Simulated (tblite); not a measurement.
A tight-binding relaxation on `c1n(/C=C2\C=CC(=C2)B(F)F)ccc1`.

Computed with GFN2-xTB geometry optimisation, gas phase (tblite 0.8.0). Start geometry: from a force field or distance geometry. A driver script takes a list of jobs; this job's settings line and coordinates (Å) are shown.

Input:
```
{"job": {"kind": "relax", "xc": "GFN2-xTB", "basis": "xTB"}, "charge": 0, "multiplicity": 1}
F      4.960500    -0.169800    -1.734700
B      4.429300    -0.161700    -0.394300
F      5.358000    -0.224900     0.735800
C      2.891200    -0.099600    -0.140100
C      1.961600    -0.049500    -1.068800
C      0.659100    -0.007400    -0.417500
C     -0.514100     0.109500    -1.042900
N     -1.765300     0.126800    -0.342400
C     -2.842000     0.837000    -0.719400
C     -3.921800     0.538500     0.101000
C     -3.479700    -0.421200     0.985700
C     -2.157700    -0.667800     0.681900
C      0.930700    -0.028200     1.032000
C      2.254000    -0.094600     1.180900
H      2.139400    -0.025000    -2.142400
H     -0.521600     0.237300    -2.102900
H     -2.859900     1.542300    -1.544300
H     -4.915600     0.950000     0.035500
H     -4.063500    -0.903400     1.760900
H     -1.526200    -1.411700     1.158400
H      0.218500     0.046900     1.834900
H      2.754400    -0.104100     2.141800
```

Output:
```
step      E/eV     max force
  0   -1064.72096    3.659
  1   -1065.26733    2.301
  2   -1065.47129    1.093
  3   -1065.54278    1.100
  4   -1065.58050    0.637
  5   -1065.60053    0.438
  6   -1065.61229    0.316
  7   -1065.62030    0.242
  8   -1065.62742    0.268
  9   -1065.63252    0.163
... (68 lines left out)
 78   -1065.68929    0.023
 79   -1065.68939    0.019
 80   -1065.68947    0.016
 81   -1065.68953    0.014
 82   -1065.68956    0.012
 83   -1065.68959    0.013
 84   -1065.68963    0.017
 85   -1065.68968    0.015
 86   -1065.68973    0.011
 87   -1065.68976    0.010
```

«max force» is the largest atomic force in eV/Å.

Task: From which step on does the largest force stay under 0.1 eV/Å, and how much energy is left to gain from there?

Result: From step 45 (0.069 eV/Å), 13.0 meV above the end.

Main results: energy lowered by 22.3 kcal/mol over 87 steps; largest atomic force 0.010 eV/Å at the end.

Task: Give the final coordinates.

Result: 0.365 Å rms from the input after alignment:
```
atom  x, y, z in Å
F1     4.8704   -0.0114   -1.7631
B2     4.4420   -0.1748   -0.5188
F3     5.4170   -0.4009    0.3485
C4     2.9573   -0.1153   -0.1342
C5     1.9004    0.1279   -0.9650
C6     0.6673    0.0632   -0.2070
C7    -0.5378    0.2702   -0.7972
N8    -1.7939    0.1732   -0.2836
C9    -2.9116    0.6271   -0.9506
C10   -4.0100    0.3700   -0.1957
C11   -3.5611   -0.2876    0.9824
C12   -2.2086   -0.3887    0.9011
C13    1.0621   -0.2206    1.1610
C14    2.4052   -0.3164    1.2024
H15    1.9523    0.3163   -2.0209
H16   -0.5300    0.5630   -1.8423
H17   -2.8225    1.1101   -1.9037
H18   -5.0261    0.6076   -0.4390
H19   -4.1795   -0.6443    1.7818
H20   -1.5187   -0.8546    1.5713
H21    0.4025   -0.2913    2.0037
H22    3.0131   -0.5031    2.0680
```

The run took 0.97 s on one thread, Arm Neoverse V1 (aarch64), no GPU (shared host).
Labels such as C1 count atoms from 1, the log's own numbers from 0.
